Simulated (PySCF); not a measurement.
## Shapes and spin states of TaO(OH)

Computed with PBE0/[Ta def2-TZVP with ECP60, O def2-TZVP, H def2-TZVP], scalar-relativistic core potentials, density fitting, no spin–orbit coupling, PySCF.

Relaxations began from a few typed shapes and spin states; open shells are unrestricted. The search is not exhaustive: other isomers or separated fragments can lie lower, and high-lying points may rest on an excited occupation.

(1) Order these stationary points by electronic energy, lowest first, in kJ/mol from the lowest minimum.
A. triplet Cs: O–H 0.957 Å, Ta–O 1.714 Å, Ta–O 1.906 Å; H–O–Ta 134.4°, O–Ta–O 118.8°
B. singlet (closed shell, unstable to spin polarisation) Cs: O–H 0.960 Å, Ta–O 1.696 Å, Ta–O 1.855 Å; H–O–Ta 129.3°, O–Ta–O 107.9°
C. broken-symmetry Ms = 0 (⟨S²⟩ 0.55) Cs: O–H 0.959 Å, Ta–O 1.701 Å, Ta–O 1.870 Å; H–O–Ta 130.7°, O–Ta–O 111.0°

(2) Which of them are minima?

## Answers

(1) C (0.0), B (9.1), A (18.0).

(2) By energy in kJ/mol, 0.0: minimum; 9.1: minimum of the closed-shell surface only; 18.0: minimum.

For the lowest minimum: the determinant is spin-contaminated (⟨S²⟩ = 0.55, pure value 0.00). The spin densities have lower symmetry than the nuclear frame. Spin–orbit coupling, left out here, can matter for elements this heavy.
